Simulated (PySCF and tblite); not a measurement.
The numbers below are computed, except where a source is named.
2-formyl-1-fluorobenzene, C7H5FO, numbered as in [O:1]=[CH:2][c:3]1[cH:4][cH:5][cH:6][cH:7][c:8]1[F:9].

The ensemble was built from 90 distance-geometry starts (ETKDG and KDG, MMFF94s, GFN2-xTB) and rests on PBE0-D3(BJ)/def2-SVP geometries. Weights use CAM-B3LYP-D3(BJ)/def2-TZVP (IEF-PCM, chloroform) energies plus GFN2-xTB zero-point and thermal terms (modes under about 100 cm⁻¹ blended into free rotors). Symmetry numbers and mirror images are counted. Conformers within 3 kcal/mol (GFN2-xTB free energy) were kept, 8 at most. GIAO shieldings: PBE0/pcSseg-1 (IEF-PCM, chloroform). Shifts are against TMS (¹H), TMS (¹³C), CFCl3 (¹⁹F) at the same level. (PySCF 2.14, tblite 0.8.)

Torsions listed: O1–C2–C3–C4.

```tsv
conformer	shape	symmetry	E(GFN2) kcal/mol	E(DFT) kcal/mol
1	0°	Cs	0.00	0.00
2	-178°	Cs	2.72	1.31
```

(1) How much do the weights at 298.15 K and the averaged shift of C4 depend on how the conformers are weighted?

## Answers

(1) 
```csv
weighting,1 (%),2 (%),δ (ppm),rms dipole (D)
"DFT energy with thermal terms, symmetry and mirror images (full scheme)",89,11,136.4,4.43
DFT energy with symmetry and mirror images,90,10,136.3,4.41
bare DFT energy,90,10,136.3,4.41
GFN2-xTB energy with symmetry and mirror images,99,1,135.5,4.27
GFN2-xTB free energy,99,1,135.5,4.28
leading conformer alone,100,0,135.4,4.26
equal weights,50,50,139.8,5.00
"full scheme, search stopped after three starts",100,0,135.4,4.26
```

The largest departure from the full scheme, 3.4 ppm, comes with: equal weights.
